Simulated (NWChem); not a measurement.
Species: NiClF, triplet; SMILES [F][Ni][Cl]

```xyz
3

Ni    -0.0870    -0.0574     0.3756
F     -0.1500    -0.0990     2.0863
Cl    -0.0211    -0.0139    -1.6909
```
Atoms are numbered in this order, from 1.

Level: PBE0/def2-SVP, spin-unrestricted (NWChem), optimised geometry, unscaled harmonic frequencies. This spin state was assumed; another may lie lower.

| frequency (cm⁻¹) | IR intensity (km/mol) |
|---|---|
| 50 | 24.8 |
| 420 | 16.3 |
| 738 | 127.0 |

The zero-point energy is 1.7 kcal/mol and the thermal correction to the enthalpy at 298.15 K (with zero-point energy) is 4.9 kcal/mol. The heat capacity Cv comes out as 10.1 cal/(mol K) and the dipole moment is 0.29 D.

Rigid rotor and harmonic oscillator; modes under 100 cm⁻¹ make the entropy uncertain.
